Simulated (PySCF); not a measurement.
BeI: one state, many levels of theory

State: ²Σ⁺ (doublet), unpaired electrons σ ↑. Set-up: PySCF, scalar-relativistic core potentials, basis sets Be def2-TZVPP, I def2-TZVPP with ECP28. De refers to Be + I in their high-spin ground configurations, without counterpoise correction. The functionals are run spin-unrestricted. A positive dipole means Be(−)I(+).

```csv
Level,Re (Å),ωe (cm⁻¹),De (eV),μ (D)
UHF,2.212,604,2.31,-1.04
UHF-MP2,2.194,609,2.81,n/a
UHF-SCS-MP2,2.201,602,2.54,n/a
UHF-CCSD,2.203,599,2.20,n/a
UHF-CCSD(T),2.205,596,2.30,n/a
PBE,2.200,589,2.91,-0.44
PBEsol,2.191,595,3.09,-0.46
BLYP,2.210,574,2.63,-0.56
r²SCAN,2.196,597,3.05,-0.60
r²SCANh,2.194,600,3.01,-0.64
PBE0,2.190,603,2.87,-0.59
BHandHLYP,2.190,605,2.58,-0.80
ωB97M-V,2.188,600,2.44,-0.84
```

Question: Which functional lies closest to UHF-CCSD(T) in De, which farthest, and by how much do they differ from it?

Answer: Closest is ωB97M-V (-1.7 pm in Re, +0.7 % in ωe, +0.14 eV in De against UHF-CCSD(T) in the same basis), farthest PBEsol (-1.4 pm in Re, -0.2 % in ωe, +0.79 eV in De). CCSD(T) converges more slowly with the basis than the functionals do and binds too weakly in this one, so the order can change at the basis-set limit.

Question: What does a quarter of exact exchange do here, going from PBE to PBE0?

Answer: PBE0 less PBE: -1.0 pm in Re, +2.4 % in ωe, -0.04 eV in De. Exact exchange removes part of the self-interaction that spreads semilocal densities, and in most molecules shortens and stiffens the bond and lowers De; so it does here.

Question: What does the step from GGA to meta-GGA do here, going from PBE to r²SCAN?

Answer: r²SCAN less PBE: -0.4 pm in Re, +1.4 % in ωe, +0.14 eV in De. 

Correlated steps freeze 4 core orbitals. Spin–orbit coupling is left out, which matters for elements this heavy, above all for dissociation energies. The state is the lowest determinant that a PBE0 search found; another state may lie lower at other levels.
